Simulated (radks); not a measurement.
Results of a calculation; reference values are marked as such.
Kr+, 35 electrons, occupied as [Ar] 3d10 4s2 4p5 (the NIST ground configuration). Code: a radial shooting solver on a logarithmic mesh with Libxc functionals. Model: Dirac Kohn-Sham, PBE, spin-unpolarised, spherical densities, finite nucleus; open shells fill j = l - 1/2 first; Fermi nuclear charge, rms radius 4.1884 fm.

Normalised radial functions P(r) = r R(r) (large component), r in bohr:

```
   r/bohr * 3p1/2, o 4p1/2, + 4p3/2 (the largest magnitude, 1.47, reaches the edge; | marks zero, & curves that meet)
 0.002379                             &
 0.002703                             &
 0.003097                             &
 0.003549                             &
 0.004033                             &
 0.004621                             &
 0.005294                             &
 0.006017                             &
 0.006893                             &*
 0.007834                             &*
 0.008976                             &*
  0.01028                             &*
  0.01169                             &*
  0.01339                             & *
  0.01534                             |&*
  0.01744                             |&*
  0.01998                             |& *
  0.02289                             |&  *
  0.02601                             |&   *
   0.0298                             | &  *
  0.03414                             | &    *
   0.0388                             | &     *
  0.04446                             |  &     *
  0.05093                             |  &      *
  0.05789                             |  +o       *
  0.06632                             |   &        *
  0.07599                             |   &         *
  0.08636                             |   &          *
  0.09894                             |   &          *
   0.1125                             |   &         *
   0.1288                             |   &       *
   0.1476                             |  &      *
   0.1678                             |o+   *
   0.1922                             &*
   0.2202                        *  & |
   0.2503                   *     o+  |
   0.2867             *          &    |
   0.3285        *              &     |
   0.3734    *                 &      |
   0.4277  *                   &      |
   0.4901  *                    &     |
    0.557    *                    &   |
   0.6381       *                    &|
   0.7311           *                 | +o
   0.8309               *             |    +o
    0.952                   *         |        &
    1.091                       *     |           &
     1.24                         *   |             &
     1.42                           * |              &
    1.614                            *|              &
    1.849                             *             &
    2.119                             *           &
    2.408                             *         &
    2.759                             *       &
    3.161                             *    o+
    3.592                             *   &
    4.116                             * &
    4.715                             *&
    5.359                             *&
     6.14                             &
```

3p1/2: eigenvalue -212.32 eV, 1 radial node at r = 0.197 bohr, <r> = 0.533 bohr, 90 % of the charge inside 0.813 bohr. 4p1/2: eigenvalue -20.002 eV, 2 radial nodes at r = 0.191, 0.661 bohr, <r> = 1.80 bohr, 90 % of the charge inside 2.73 bohr. 4p3/2: eigenvalue -19.286 eV, 2 radial nodes at r = 0.195, 0.674 bohr, <r> = 1.84 bohr, 90 % of the charge inside 2.79 bohr.
